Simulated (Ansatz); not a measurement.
Consider the redistribution: `[SH][Al]([Cl])[Br]` + `F[C@H]1C[Si@@H]1Br` → `[SH][Al]([Br])[Br]` + `F[C@H]1C[Si@@H]1Cl`.

Program: Ansatz. Geometries: PBE0-D4/def2-TZVP. ΔE: electronic, gas phase. CCSD(T)/CBS adds triple-zeta CCSD(T) − MP2 to the extrapolated MP2 energy (def2 sets, frozen cores). Functionals use def2-TZVPP. B3LYP here is the variant with VWN-RPA as its local correlation; programs differ in this. For Br outer-core shells are correlated without core-valence functions, which leaves a few kJ/mol of doubt a bond. Scalar relativity is left out up to krypton. One conformer a species, not always the lowest.

```
             level  ΔE (kJ/mol)  difference from CCSD(T)/CBS
            PBE-D4         -0.4                          0.2
         r2SCAN-D4         -0.3                          0.3
           PBE0-D4         -1.0                         -0.4
          B3LYP-D4         -0.7                         -0.1
           ωB97M-V         -1.2                         -0.6
               PBE         -0.2                          0.4
            r2SCAN         -0.3                          0.3
              PBE0         -0.9                         -0.3
     HF/def2-TZVPP         -2.5                         -1.9
    MP2/def2-TZVPP         -0.9                         -0.3
SCS-MP2/def2-TZVPP         -1.0                         -0.4
   CCSD/def2-TZVPP         -0.9                         -0.3
CCSD(T)/def2-TZVPP         -0.7                         -0.1
SCS-MP2/def2-QZVPP         -0.9                         -0.3
      HF/CBS(def2)         -2.4                         -1.8
     MP2/CBS(def2)         -0.8                         -0.2
       CCSD(T)/CBS         -0.6                            0
```

Largest T1 diagnostic among the species: 0.011.
